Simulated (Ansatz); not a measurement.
Input for Ansatz (an electronic-structure program): FCI/6-31G on PN, a point of a bond scan (R = 1.483 Å).

Ansatz 0.2 input:
```yaml
crystal:
  periodic: [false, false, false]
  atoms:
    - {symbol: P, position_ang: [-0.00000000, -0.00000000, -0.47178081]}
    - {symbol: N, position_ang: [0.00000000, 0.00000000, 1.01095889]}
basis:
  gaussian:
    orbitals: 6-31G
magnetization: {spin_polarized: false}
correlation: {method: fci, electrons: outside_noble_gas}
```

Program output:

```
Functional definition: HF
[...]
integrals: 0.00 GiB planned
459 factors; integrals over basis functions are off by at most 3.5e-8 eV
mean field: 0.05 GiB planned
mean field evaluation 1: about -10746.5612 eV, gradient 3.4e1 eV
mean field evaluation 2: about -10746.5661 eV, gradient 3.4e1 eV
mean field evaluation 4: about -10749.5806 eV, gradient 1.9e0 eV
mean field evaluation 8: about -10749.6106 eV, gradient 1.9e-4 eV
mean field -10749.61057918 eV, -395.0409024371 hartree, gradient 3.1e-6 eV, S^2 0.000000; 0 other end points of the search recorded, 0 dependent functions left out; unrestricted orbitals would lower it
mean field evaluation 16: about -10750.0080 eV, gradient 3.0e-1 eV
6 core orbitals not correlated
reference -10749.61057918 eV, -395.0409024371 hartree; 5, 5 occupied and 11, 11 virtual orbitals, 459 factors
configuration interaction: 1.51 GiB planned
state -10755.36417234 eV, -395.2523430858 hartree
Total energy: -10755.36417234 eV, -395.2523430858 hartree
```

The run converged.

Cost: very roughly 40 core-seconds.
